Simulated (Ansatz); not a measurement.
Cartesian coordinates in Å:
```
C 1.1431 -0.2288 0.2331
O -0.0215 0.4422 0.6478
Ge -1.3732 0.6705 -0.4893
H 1.7789 0.4119 -0.3890
H 0.9185 -1.1446 -0.3291
H 1.7087 -0.5062 1.1260
H -1.5909 -0.6849 -1.2259
H -2.5635 1.0399 0.4265
```

Total charge 0; spin multiplicity 2.

**Question.** List the PBE/def2-TZVPP orbital energies in eV (the Gaussian-basis code of Ansatz). (An estimate is asked.)

**Answer.** Computed: α occupied: -10804.70, -1338.00, -1191.45, -1191.42, -1191.40, -510.51, -270.13, -162.61, -114.10, -114.06, -113.99, -30.05, -29.89, -29.86, -29.82, -29.81, -25.05, -16.80, -13.60, -11.04, -10.93, -10.68, -8.47, -7.53, -6.97, -4.83. α empty: -0.62, 0.37, 0.86, 1.35, 2.35, 2.52, 2.79, 3.71. β occupied: -10804.67, -1337.99, -1191.41, -1191.41, -1191.39, -510.42, -270.13, -162.58, -114.05, -114.01, -113.98, -29.99, -29.81, -29.79, -29.75, -29.74, -24.87, -16.75, -13.33, -10.91, -10.89, -10.49, -8.21, -7.27, -6.74. β empty: -3.59, -0.30, 0.58, 1.22, 1.59, 2.41, 2.59, 2.91. ⟨S²⟩ = 0.751.
